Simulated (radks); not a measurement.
Polarisability of the gallium ion Ga+, [Ar] 3d10 4s2, at imaginary frequency. All-electron calculation, scalar-relativistic Kohn-Sham, LB94 model potential, spin-polarised, spherical densities, finite nucleus; Fermi nuclear charge, rms radius 3.9973 fm. Program: a radial shooting solver on a logarithmic mesh with Libxc functionals. Response by self-consistent Sternheimer equations with the Hartree and adiabatic LDA kernel, the relativistic mass of each level held fixed and spin-orbit coupling left out.

| w (hartree) | alpha1(iw) (bohr^3) | alpha2(iw) (bohr^5) |
|---|---|---|
| 0.00266 | 14.39 | 56.84 |
| 0.0143 | 14.38 | 56.81 |
| 0.0360 | 14.27 | 56.64 |
| 0.0697 | 13.94 | 56.10 |
| 0.118 | 13.16 | 54.77 |
| 0.186 | 11.71 | 51.99 |
| 0.280 | 9.575 | 46.95 |
| 0.413 | 7.091 | 39.12 |
| 0.605 | 4.813 | 29.14 |
| 0.892 | 3.076 | 18.97 |
| 1.35 | 1.888 | 10.73 |
| 2.12 | 1.103 | 5.272 |
| 3.59 | 0.5804 | 2.209 |
| 6.94 | 0.2391 | 0.7206 |
| 17.5 | 0.05601 | 0.1356 |

Static values: alpha1 = 14.39 bohr^3 (2.133 angstrom^3; uncoupled 25.24), alpha2 = 56.84 bohr^5, alpha3 = 418.3 bohr^7. C6 = 67.11, C8 = 1579, triple-dipole C9 = 680.1 atomic units. One-pole (London) frequency 4 C6 / (3 alpha1^2) = 0.432 hartree, against 0.817 for minus the highest occupied eigenvalue.
